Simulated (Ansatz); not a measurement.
Geometry optimisation, RHF/def2-SVP (Ansatz 0.2.0).

Input:

```yaml
crystal:
  periodic: [false, false, false]
  atoms:
    - { symbol: O, position_ang: [1.2519, -2.1897, 1.0093] }
    - { symbol: Sn, position_ang: [0.1176, -0.5864, 1.5586] }
    - { symbol: O, position_ang: [-0.9752, 0.0852, -0.0091] }
    - { symbol: C, position_ang: [0.0089, 0.5647, -0.9948] }
    - { symbol: O, position_ang: [-0.7216, 0.5289, -2.2441] }
    - { symbol: S, position_ang: [0.4239, 2.2861, -0.6272] }
    - { symbol: H, position_ang: [0.6352, -2.6499, 0.3939] }
    - { symbol: H, position_ang: [1.2203, 0.7017, 2.129] }
    - { symbol: H, position_ang: [-0.963, -1.0454, 2.8863] }
    - { symbol: H, position_ang: [0.8573, -0.0692, -1.0481] }
    - { symbol: H, position_ang: [-0.8904, -0.419, -2.4246] }
    - { symbol: H, position_ang: [-0.8879, 2.7378, -0.5953] }
basis:
  gaussian: { orbitals: def2-SVP }
hamiltonian:
  xc: hf
relax:
  f_tol: 0.015
  max_steps: 40
```

Run as:

```bash
$ ansatz run input.yaml --threads 2 --pin off --max-ram 3072MiB --backend cpu --events-out ev --progress --plain --runs-dir out
```

Problem. Where does it end, and by what steps?

Solution. It converged. After 10 steps the energy has fallen by 1.213 eV; H7 moved furthest, 0.63 Å.

| step | energy less start (eV) | largest force component (eV/Å) | accepted |
| --- | --- | --- | --- |
| 0 | 0.0000 | 6.191 | yes |
| 1 | -0.7820 | 2.006 | yes |
| 2 | -1.0448 | 1.233 | yes |
| 3 | -1.1564 | 0.975 | yes |
| 4 | -1.1927 | 0.304 | yes |
| 5 | -1.1977 | 0.448 | yes |
| 6 | -1.2049 | 0.159 | yes |
| 7 | -1.2097 | 0.214 | yes |
| 8 | -1.2114 | 0.130 | yes |
| 9 | -1.2123 | 0.047 | yes |
| 10 | -1.2126 | 0.015 | yes |

```xyz
12
Properties=species:S:1:pos:R:3
O 1.273 -2.205 1.306
Sn 0.165 -0.622 1.618
O -0.532 -0.130 -0.170
C 0.013 0.613 -1.175
O -0.862 0.641 -2.232
S 0.400 2.337 -0.682
H 0.896 -2.960 0.880
H 1.209 0.538 2.259
H -1.244 -1.023 2.471
H 0.981 0.207 -1.486
H -1.351 -0.169 -2.212
H -0.871 2.719 -0.542
```

Whether the end is a true minimum wasn't checked by a vibrational analysis.

Run time: 21 s on 2 threads of AMD EPYC 9R45 96-Core Processor (Zen 5), with other jobs on the host, peak memory 0.35 GiB.
